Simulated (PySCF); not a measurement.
Isomers of C7H14FNSi, mass 159.088 u with the commonest isotopes. The calculation used PBE0/pcSseg-1 in PySCF (dipole) on a GFN2-xTB geometry, gas phase. One conformer each, none proved a minimum here; rigid rotors.

Task: Order these by radius of gyration √(Σ m r²/M), smallest first.
A. `[CH2:1]=[C:2]([F:3])[Si@@H:4]1[CH2:5][CH2:6][C@@H:7]1[N:8]([CH3:9])[CH3:10]` with C1–C2–Si4–C5 -154°, C6–C7–N8–C9 -168°, C2–Si4–C5–C6 -99°, Si4–C5–C6–C7 -16°, C5–C6–C7–N8 138°, C2–Si4–C7–C6 96°
B. `[CH2:1]=[C:2]([CH2:3][F:4])[Si@@H:5]1[CH2:6][C@@H:7]1[N:8]([CH3:9])[CH3:10]` with C1–C2–C3–F4 -9°, C1–C2–Si5–C6 -162°, C6–C7–N8–C9 -160°
C. `[CH3:1][C:2]#[C:3][CH2:4][C@H:5]([F:6])[SiH2:7][N:8]([CH3:9])[CH3:10]` with C3–C4–C5–F6 -172°, C4–C5–Si7–N8 -166°, C5–Si7–N8–C9 164°
D. `[CH2:1]=[C:2]([F:3])[Si@@H:4]1[CH2:5][C@@H:6]1[N:7]([CH3:8])[CH2:9][CH3:10]` with C1–C2–Si4–C5 36°, C5–C6–N7–C8 -149°, C6–N7–C9–C10 -67°

Result: A (2.272 Å), B (2.366 Å), D (2.428 Å), C (2.690 Å).

Task: Order these by rotational constant B, largest first.
A. `[CH2:1]=[C:2]([CH2:3][F:4])[Si@@H:5]1[CH2:6][C@@H:7]1[N:8]([CH3:9])[CH3:10]` with C1–C2–C3–F4 -9°, C1–C2–Si5–C6 -162°, C6–C7–N8–C9 -160°
B. `[CH2:1]=[C:2]([F:3])[Si@@H:4]1[CH2:5][C@@H:6]1[N:7]([CH3:8])[CH2:9][CH3:10]` with C1–C2–Si4–C5 36°, C5–C6–N7–C8 -149°, C6–N7–C9–C10 -67°
C. `[CH2:1]=[C:2]([F:3])[Si@@H:4]1[CH2:5][CH2:6][C@@H:7]1[N:8]([CH3:9])[CH3:10]` with C1–C2–Si4–C5 -154°, C6–C7–N8–C9 -168°, C2–Si4–C5–C6 -99°, Si4–C5–C6–C7 -16°, C5–C6–C7–N8 138°, C2–Si4–C7–C6 96°
D. `[CH3:1][C:2]#[C:3][CH2:4][C@H:5]([F:6])[SiH2:7][N:8]([CH3:9])[CH3:10]` with C3–C4–C5–F6 -172°, C4–C5–Si7–N8 -166°, C5–Si7–N8–C9 164°

Result: C (873.5 MHz), A (778.1 MHz), B (653.3 MHz), D (584.4 MHz).

Task: Order these by rotational constant A, smallest first.
A. `[CH2:1]=[C:2]([F:3])[Si@@H:4]1[CH2:5][CH2:6][C@@H:7]1[N:8]([CH3:9])[CH3:10]` with C1–C2–Si4–C5 -154°, C6–C7–N8–C9 -168°, C2–Si4–C5–C6 -99°, Si4–C5–C6–C7 -16°, C5–C6–C7–N8 138°, C2–Si4–C7–C6 96°
B. `[CH2:1]=[C:2]([F:3])[Si@@H:4]1[CH2:5][C@@H:6]1[N:7]([CH3:8])[CH2:9][CH3:10]` with C1–C2–Si4–C5 36°, C5–C6–N7–C8 -149°, C6–N7–C9–C10 -67°
C. `[CH3:1][C:2]#[C:3][CH2:4][C@H:5]([F:6])[SiH2:7][N:8]([CH3:9])[CH3:10]` with C3–C4–C5–F6 -172°, C4–C5–Si7–N8 -166°, C5–Si7–N8–C9 164°

Result: A (1484 MHz), C (1526 MHz), B (1959 MHz).

```csv
SMILES,point group,Ia (u·Å²),Ib (u·Å²),Ic (u·Å²),κ,μa (D),μb (D),μc (D)
CC#CC[C@H](F)[SiH2]N(C)C,C1,331.28,864.72,1105.51,-0.76,0.42,1.83,0.43
C=C(CF)[Si@@H]1C[C@@H]1N(C)C,C1,336.46,649.53,795.39,-0.67,1.75,1.00,0.19
C=C(F)[Si@@H]1CC[C@@H]1N(C)C,C1,340.56,578.56,723.64,-0.55,0.46,0.12,1.55
C=C(F)[Si@@H]1C[C@@H]1N(C)CC,C1,257.97,773.61,843.41,-0.92,2.01,0.05,0.27
```
